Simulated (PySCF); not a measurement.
Eu²⁺ (europium, charge +2) across methods

[Xe] 4f7, high-spin 8S determinant. Computed with PySCF 2.14 in ANO-RCC-VTZP, with scalar relativity by spin-free X2C-1e.

```json
{"method": "r2SCAN", "E (hartree)": "-10842.65", "mean ε 5p α (eV)": "-38.902", "mean ε 5p β (eV)": "-36.217", "mean ε 4f α (eV)": "-17.796", "Σ⟨r²⟩ (bohr²)": "39.80", "⟨S²⟩": "15.758"}
{"method": "PBE0", "E (hartree)": "-10842.30", "mean ε 5p α (eV)": "-39.904", "mean ε 5p β (eV)": "-37.377", "mean ε 4f α (eV)": "-20.306", "Σ⟨r²⟩ (bohr²)": "39.75", "⟨S²⟩": "15.755"}
{"method": "UHF", "E (hartree)": "-10838.63727", "mean ε 5p α (eV)": "-44.334", "mean ε 5p β (eV)": "-40.881", "mean ε 4f α (eV)": "-27.771", "Σ⟨r²⟩ (bohr²)": "39.51", "⟨S²⟩": "15.759"}
{"method": "PBE", "E (hartree)": "-10842.37", "mean ε 5p α (eV)": "-38.113", "mean ε 5p β (eV)": "-35.778", "mean ε 4f α (eV)": "-17.679", "Σ⟨r²⟩ (bohr²)": "40.01", "⟨S²⟩": "15.754"}
{"method": "LDA", "E (hartree)": "-10834.39", "mean ε 5p α (eV)": "-38.311", "mean ε 5p β (eV)": "-36.064", "mean ε 4f α (eV)": "-17.915", "Σ⟨r²⟩ (bohr²)": "40.01", "⟨S²⟩": "15.754"}
```

Spin-orbit coupling, which splits the p, d and f shells strongly at this Z, is absent.
